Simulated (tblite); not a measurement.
Compound: BBrH₄SSi.
Bonds: Si1–S2, S2–B3, B3–Br4. Hydrogens: H5, H6, H7 on Si1; H8 on B3.

Computed with GFN2-xTB (tblite), gas phase: L-BFGS steps from a force-field or distance-geometry start until the largest atomic force falls under 0.01 eV/Å.

At the end of the run (lengths in Å): S2–B3 1.757, B3–Br4 1.885, Si1–S2 2.189, Si1–H5 1.453, Si1–H7 1.456, B3–H8 1.169, Si1–H6 1.456, S2–Si1–H6 106.8°, Si1–S2–B3 105.5°, S2–Si1–H5 99.9°, H5–Si1–H6 114.3°, Si1–S2–B3–Br4 0°, H8–B3–S2–Si1 180°, H5–Si1–S2–B3 180°.

**Question.** These geometries were met on the way; a selection of coordinates is given. Order them by energy above the end point, lowest first.
A. S2–B3 1.760, B3–Br4 1.871, Si1–S2 2.184, Si1–H5 1.447, Si1–H7 1.461, B3–H8 1.163, Si1–H6 1.463, S2–Si1–H6 120.7°, Si1–S2–B3 116.9°, S2–Si1–H5 96.0°, H5–Si1–H6 111.2°, Si1–S2–B3–Br4 -32°, H8–B3–S2–Si1 160°, H5–Si1–S2–B3 159°
B. S2–B3 1.759, B3–Br4 1.885, Si1–S2 2.199, Si1–H5 1.455, Si1–H7 1.447, B3–H8 1.176, Si1–H6 1.460, S2–Si1–H6 119.5°, Si1–S2–B3 112.6°, S2–Si1–H5 99.1°, H5–Si1–H6 110.9°, Si1–S2–B3–Br4 -8°, H8–B3–S2–Si1 162°, H5–Si1–S2–B3 147°
C. S2–B3 1.759, B3–Br4 1.896, Si1–S2 2.187, Si1–H5 1.447, Si1–H7 1.474, B3–H8 1.181, Si1–H6 1.458, S2–Si1–H6 112.3°, Si1–S2–B3 112.2°, S2–Si1–H5 101.2°, H5–Si1–H6 113.1°, Si1–S2–B3–Br4 -3°, H8–B3–S2–Si1 176°, H5–Si1–S2–B3 143°
D. S2–B3 1.887, B3–Br4 2.004, Si1–S2 2.131, Si1–H5 1.479, Si1–H7 1.474, B3–H8 1.186, Si1–H6 1.470, S2–Si1–H6 110.1°, Si1–S2–B3 92.9°, S2–Si1–H5 109.3°, H5–Si1–H6 109.1°, Si1–S2–B3–Br4 -90°, H8–B3–S2–Si1 89°, H5–Si1–S2–B3 -179°
E. S2–B3 1.808, B3–Br4 1.859, Si1–S2 2.157, Si1–H5 1.454, Si1–H7 1.459, B3–H8 1.163, Si1–H6 1.458, S2–Si1–H6 107.0°, Si1–S2–B3 95.7°, S2–Si1–H5 107.6°, H5–Si1–H6 111.9°, Si1–S2–B3–Br4 -90°, H8–B3–S2–Si1 88°, H5–Si1–S2–B3 180°

**Answer.** C (0.084 eV), B (0.147 eV), A (0.259 eV), E (0.439 eV), D (0.709 eV).

```
step  E above end (eV)  rms distance from the end, all atoms (Å)  largest force (eV/Å)  rms shift of all bonds from the end (Å)
  46             0.084                                     0.432                 0.493                                    0.009
  42             0.147                                     0.477                 0.461                                    0.006
  39             0.259                                     0.555                 0.398                                    0.007
   5             0.439                                     0.827                 0.275                                    0.025
   0             0.709                                     0.851                 1.930                                    0.071
```

Rows stand in the order of the answer.
